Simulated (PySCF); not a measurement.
Geometries of 2 isomers of C5H5F3O, from PBE0-D3(BJ)/def2-SVP geometry optimisation, gas phase in PySCF 2.14.0. One conformer each, no zero-point energy, no frequencies.

Problem. Which is lower in electronic energy at this level?
A.
```xyz
14
angstrom
C     -2.131   -0.998   -0.776
C     -1.045   -0.484   -0.627
C      0.223    0.191   -0.378
C      0.181    0.926    0.978
O     -0.838    1.869    1.013
C      1.398   -0.772   -0.463
F      1.330   -1.718    0.475
F      2.546   -0.111   -0.285
F      1.456   -1.374   -1.648
H     -3.083   -1.473   -0.926
H      0.387    0.946   -1.166
H      0.097    0.171    1.782
H      1.132    1.460    1.118
H     -1.678    1.402    0.922
```
B.
```xyz
14
angstrom
C      2.531   -0.480    0.630
C      1.572   -0.069   -0.197
C      0.133   -0.449   -0.070
C     -0.799    0.734   -0.098
O     -0.485    1.863   -0.347
C     -2.276    0.404    0.216
F     -2.720   -0.542   -0.618
F     -3.047    1.465    0.104
F     -2.374   -0.072    1.462
H      2.316   -1.136    1.480
H      3.571   -0.176    0.488
H      1.818    0.597   -1.030
H     -0.185   -1.105   -0.904
H     -0.062   -1.032    0.846
```

Solution. B. That is `C=CCC(=O)C(F)(F)F`, 25.9 kcal/mol below the other.

```csv
SMILES,atoms numbered as above,E (Eh),relative (kcal/mol),relative (kJ/mol),dipole (D)
C=CCC(=O)C(F)(F)F,[CH2:1]=[CH:2][CH2:3][C:4](=[O:5])[C:6]([F:7])([F:8])[F:9],-567.26105,0.0,0.0,2.37
C#C[C@@H](CO)C(F)(F)F,[CH:1]#[C:2][C@@H:3]([CH2:4][OH:5])[C:6]([F:7])([F:8])[F:9],-567.21980,25.9,108.3,1.72
```

As drawn, the lower has a C=O bond and a C=C bond outside aromatic rings, which the higher lacks; the higher has a C≡C bond and an O–H bond, which the lower lacks.
